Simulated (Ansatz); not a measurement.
`[CH3][Al]([F])[I]` → Al• + C• + F• + 3 H• + I•  (atomization)

Computed with Ansatz on PBE0-D4/def2-TZVP structures; ΔE is electronic, products minus reactants. CCSD(T)/CBS is the MP2 limit (def2-TZVPP, def2-QZVPP) plus CCSD(T) − MP2 in def2-TZVPP, frozen cores. This one scheme is used for every species, atoms too. DFT in def2-TZVPP. Open shells (•) are unrestricted, without spin–orbit coupling. Spin–orbit coupling would lower the free atoms: a little for Al, C, F; strongly for I. def2 core potentials past Kr. For I outer-core shells are correlated without core-valence functions, so the limit isn't a true one: a few kJ/mol of doubt a bond, and 10 to 20 or more in all where bonds break to atoms.

`[CH3][Al]([F])[I]`:

```xyz
7

C     0.144    0.542   -0.803
Al   -0.163   -0.653    0.681
F    -0.485   -2.245    0.408
I    -0.107    0.038    3.045
H     0.339    1.563   -0.469
H     0.997    0.201   -1.395
H    -0.725    0.554   -1.467
```

```
           level  ΔE (eV)
          B97M-V    25.84
         r2SCAN0    25.53
       CAM-B3LYP    25.64
CCSD(T)/def2-SVP    24.41
```

(1) What does CCSD(T)/CBS give? (An estimate is asked.)

Largest T1 diagnostic among the species: 0.018.

Results:

(1) The calculation gave: +26.02 eV. The listed levels differ from it by -0.18, -0.49, -0.38, -1.61 eV.

From r2SCAN to r2SCAN0 (25 % exact exchange), in def2-TZVPP and without D4, ΔE moves by −0.39 eV: exact exchange takes away binding that semilocal exchange gives to molecules. Leaving LDA and LC-ωPBE aside and taking each functional with its dispersion term where it has one, the values, not all of them listed here, spread over 1.00 eV, from BHLYP-D4 to PBE-D4. LDA lies +3.09 eV from PBE without D4, its usual overbinding. The D4 term adds +0.23 eV with B3LYP and +0.12 eV with PBE0; it sums over pairs of atoms, weighted by their polarisabilities, and B3LYP, whose exchange is more repulsive, gets the larger term.

B3LYP here is the variant with VWN-RPA as its local correlation; programs differ in this.

For atomizations the MP2-based limit and the directly extrapolated one differ by several kJ/mol either way, and by 10 to 25 for some Ge, Se and Sn compounds, so smaller differences from it don't rank the levels.
